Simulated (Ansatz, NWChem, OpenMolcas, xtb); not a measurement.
## Ligand exchange: SnH3(SH) + SiH4 → SiH3(SnH3) + H2S

Species: SnH3(SH), singlet; SiH4 (silane) `[SiH4]`, singlet; SiH3(SnH3), singlet; H2S `S`, singlet. The partners trade SH for SiH3: Sn–SH and H–SiH3 bonds give way to Sn–SiH3 and H–SH.

Shapes, held fixed at every level: PBE0-D4/def2-TZVP. Programs: Ansatz 0.2.0, NWChem 7.3.0, OpenMolcas 26.06, xtb 6.7.1, xtb 6.7.1 later snapshot. A level may come from different programs for different species; with the same settings they agree closely. The zero-point and thermal change to 298 K, harmonic and unscaled (PBE0-D4/def2-TZVP), is -0.1 kJ/mol.

```json
{"level": "GFN2-xTB", "kind": "semi-empirical", "ΔH(298 K) (kJ/mol)": "+58.0", "less CCSD(T)/def2-TZVPP": "+27.6"}
{"level": "HF/def2-SVP", "kind": "Hartree–Fock", "ΔH(298 K) (kJ/mol)": "+40.3", "less CCSD(T)/def2-TZVPP": "+9.9"}
{"level": "SPW92/def2-TZVPP", "kind": "LDA", "ΔH(298 K) (kJ/mol)": "+18.8", "less CCSD(T)/def2-TZVPP": "-11.6"}
{"level": "BHLYP-D4/def2-TZVPP", "kind": "global hybrid", "ΔH(298 K) (kJ/mol)": "+35.2", "less CCSD(T)/def2-TZVPP": "+4.8"}
{"level": "B2PLYP/def2-TZVPP", "kind": "double hybrid", "ΔH(298 K) (kJ/mol)": "+34.3", "less CCSD(T)/def2-TZVPP": "+3.9"}
{"level": "MP2/def2-TZVPP", "kind": "perturbation theory", "ΔH(298 K) (kJ/mol)": "+34.8", "less CCSD(T)/def2-TZVPP": "+4.4"}
{"level": "CCSD/def2-SVP", "kind": "coupled cluster or CI", "ΔH(298 K) (kJ/mol)": "+29.7", "less CCSD(T)/def2-TZVPP": "-0.7"}
{"level": "CCSD(T)/def2-TZVPP", "kind": "coupled cluster or CI", "ΔH(298 K) (kJ/mol)": "+30.4", "less CCSD(T)/def2-TZVPP": "0.0"}
```

The highest level, CCSD(T)/def2-TZVPP, gives ΔH(298 K) = +30.4 kJ/mol; the levels span +18.8 to +58.0. The column of differences is taken from that level and isn't an error. No measured value is set beside it here. For atoms past krypton def2 sets carry core potentials with scalar relativity. Correlated rows may include outer-core shells of Sn, which these sets cover unevenly.
